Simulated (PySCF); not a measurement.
PySCF 2.14 output of an unrestricted TPSS calculation on a single atom or ion in def2-TZVPPD (6s3p3d1f, 37 functions), with the non-relativistic Hamiltonian (point nucleus):

```
SCF conv_tol = 1e-09
number electrons alpha = 4  beta = 1
    J. Tao, J. P. Perdew, V. N. Staroverov, and G. E. Scuseria.,  Phys. Rev. Lett. 91, 146401 (2003)
    J. P. Perdew, J. Tao, V. N. Staroverov, and G. E. Scuseria.,  J. Chem. Phys. 120, 6898 (2004)
    J. Tao, J. P. Perdew, V. N. Staroverov, and G. E. Scuseria.,  Phys. Rev. Lett. 91, 146401 (2003)
    J. P. Perdew, J. Tao, V. N. Staroverov, and G. E. Scuseria.,  J. Chem. Phys. 120, 6898 (2004)
cycle= 1 E= -24.5376570437726  delta_E= -0.00143  |g|= 0.00211  |ddm|= 0.0903
cycle= 2 E= -24.5376596308552  delta_E= -2.59e-06  |g|= 0.000147  |ddm|= 0.0057
cycle= 3 E= -24.5376596464924  delta_E= -1.56e-08  |g|= 3.05e-05  |ddm|= 0.000369
cycle= 4 E= -24.5376596473532  delta_E= -8.61e-10  |g|= 5.95e-06  |ddm|= 6.25e-05
converged SCF energy = -24.5376596473532  <S^2> = 3.7500045  2S+1 = 4.0000023
```

The run itself started from symmetry-adapted Hartree-Fock orbitals and held the occupation by maximum overlap, on a logarithmic radial grid, so the iterations belong to that start.

Which element, charge and spin multiplicity is this?

B (boron, neutral), multiplicity 4; the state was [He] 2s1 2p2, high-spin 4P determinant (an excited configuration).
